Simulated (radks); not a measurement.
Task: The mean radii <r> (bohr) of the occupied orbitals of an atom or ion are listed with their occupations. Method: Dirac Kohn-Sham, BLYP, spin-unpolarised, spherical densities, point nucleus; computed with a radial shooting solver on a logarithmic mesh with Libxc functionals.

orbital  occ.      <r>
1s1/2       2  0.03342
2s1/2       2   0.1433
2p1/2       2   0.1217
2p3/2       4   0.1263
3s1/2       2   0.3528
3p1/2       2   0.3375

Name the element and its charge. Open shells, if any, fill j = l - 1/2 first.

Result: Z = 44, ruthenium, charge +30: Ru30+ in [Ne] 3s2 3p2. The 1s radius gives Z: for a bare nucleus <r> = (2 gamma + 1)/(2Z) with gamma = sqrt(1 - (Z/c)^2), 0.03289 bohr for Z = 44, and screening makes it slightly larger (0.03342 here). The occupations add up to 14, and the charge is Z minus that.
